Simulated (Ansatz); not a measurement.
This geometry of Cl3H4HfNS (10 atoms, charge 0, multiplicity 1) is a first-order saddle point.

Computed with Ansatz, RKS PBE/def2-SVP.

```xyz
10
Properties=species:S:1:pos:R:3
Hf 0.192 -0.241 0.067
N 0.095 -0.126 2.200
H -0.804 -0.236 2.691
H 0.624 0.608 2.693
Cl 2.298 0.345 -0.813
Cl -0.985 1.770 -0.361
Cl -1.295 -1.765 -0.965
S 1.533 -2.491 1.223
H 0.436 -3.297 1.279
H 0.870 -1.412 2.113
```

Problem. Which two structures does it join? (They come from a converged band through this point; their orientation in space is the band's.)

Solution. Bonds broken: S8–H10. Bonds formed: N2–H10.

Image 0:

```xyz
10
Properties=species:S:1:pos:R:3
Hf 0.045 -0.079 0.231
N -0.276 0.205 2.200
H -1.160 0.007 2.685
H 0.314 0.782 2.814
Cl 2.349 0.367 -0.253
Cl -0.886 1.853 -0.782
Cl -1.531 -1.682 -0.596
S 1.367 -2.657 0.661
H 0.499 -3.281 1.506
H 2.244 -2.359 1.661
```

Image 6:

```xyz
10
Properties=species:S:1:pos:R:3
Hf 0.338 -0.562 0.052
N -0.218 -0.214 2.397
H -0.744 -1.001 2.805
H -0.806 0.624 2.513
Cl 1.058 -1.160 -2.122
Cl 1.245 1.626 0.284
Cl -2.027 -0.708 -0.156
S 1.482 -2.407 1.239
H 2.026 -2.970 0.125
H 0.613 -0.073 2.991
```

Problem. How far does it lie above each of them?

Solution. 0.287 eV above the first and 1.281 eV above the second. This is the barrier of this one path; another mechanism may lie lower. The orbitals stay closed-shell, which can raise the energy where a bond breaks towards radicals; this wasn't checked here.

Run time: 3.5 min on 4 threads of AMD EPYC 7R32 (Zen 2) (shared host), peak memory 0.27 GiB.
